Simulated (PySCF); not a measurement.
Input for PySCF: R-B3LYP/LANL2DZ on CH5FInN (SMILES [CH3][In]([NH2])[F]), a point of a torsion scan.

```python
from pyscf import gto, scf, dft, mp
from pyscf.data.elements import chemcore

mol = gto.M(
    atom='''
    C    -1.79160974   -0.38757429   -0.17546792
    In    0.13952071    0.58586705    0.34945254
    N     1.91255578    0.20972425    1.34703434
    F     0.39990990    2.30271392   -0.60555044
    H    -1.92820202   -0.24278648   -1.24255460
    H    -1.73341408   -1.44058115    0.07734455
    H    -2.58345834    0.10568089    0.37905634
    H     2.45070314    1.07343087    1.32285494
    H     1.76806980   -0.01787025    2.32661785
    ''',
    basis='lanl2dz',
    ecp={'In': 'lanl2dz'},
    charge=0, spin=0, verbose=3, max_memory=1800)
mf = dft.RKS(mol, xc='b3lyp')
mf.conv_tol = 1e-8
mf.max_cycle = 100
mf.kernel()
if not mf.converged:
    mf = mf.newton().run(mf.mo_coeff, mf.mo_occ)
```

Output:

```
converged SCF energy = -197.656062988317
```

Self-consistency was reached.

Cost: around 5 core-seconds (rough).
